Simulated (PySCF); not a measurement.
SMILES [Si](C)(C)(C)[O][AlH][CH3] (C4H13AlOSi), GFN2-xTB optimised geometry.

```
20

Al     1.02     1.35     0.00
H      2.55     1.35     0.00
C     -0.09     3.01     0.00
H     -0.73     3.07    -0.88
H      0.52     3.92     0.02
H     -0.76     3.05     0.87
O      0.36    -0.18     0.00
Si    -0.25    -1.71     0.00
C     -0.71    -2.15    -1.80
C      1.08    -2.89     0.67
C     -1.80    -1.71     1.11
H     -1.12    -3.15    -1.87
H      0.16    -2.10    -2.45
H     -1.45    -1.46    -2.20
H      1.99    -2.84     0.07
H      0.74    -3.92     0.68
H      1.36    -2.62     1.69
H     -2.55    -1.02     0.74
H     -1.56    -1.42     2.12
H     -2.26    -2.70     1.15
```

Density from PySCF with B3LYP/def2-SVP at that geometry.

Minimum of the electron density along straight lines between bonded atoms, close to the bond critical point (lines longer than 1.1 times the sum of covalent radii, or with two minima, are not listed):

```
bond     length / Å  ρ at the minimum / e bohr⁻³  ∇²ρ there / e bohr⁻⁵  position (fraction from the first atom)
-------  ----------  ---------------------------  --------------------  ---------------------------------------
Al1–H2        1.535                        0.086                  0.31                                     0.51
Al1–C3        1.990                        0.079                  0.30                                     0.40
C3–H4         1.095                        0.264                 -0.91                                     0.62
C3–H5         1.093                        0.267                 -0.93                                     0.62
C3–H6         1.095                        0.264                 -0.91                                     0.62
Al1–O7        1.672                        0.101                  0.96                                     0.43
O7–Si8        1.649                        0.119                  0.97                                     0.59
Si8–C9        1.906                        0.111                  0.31                                     0.38
Si8–C10       1.905                        0.112                  0.31                                     0.38
Si8–C11       1.906                        0.111                  0.31                                     0.38
C9–H12        1.086                        0.272                 -0.97                                     0.62
C9–H13        1.086                        0.272                 -0.97                                     0.62
C9–H14        1.086                        0.272                 -0.97                                     0.62
C10–H15       1.086                        0.272                 -0.97                                     0.62
C10–H16       1.085                        0.272                 -0.97                                     0.62
C10–H17       1.086                        0.272                 -0.97                                     0.62
C11–H18       1.086                        0.272                 -0.97                                     0.62
C11–H19       1.086                        0.272                 -0.97                                     0.62
C11–H20       1.085                        0.272                 -0.97                                     0.62
```
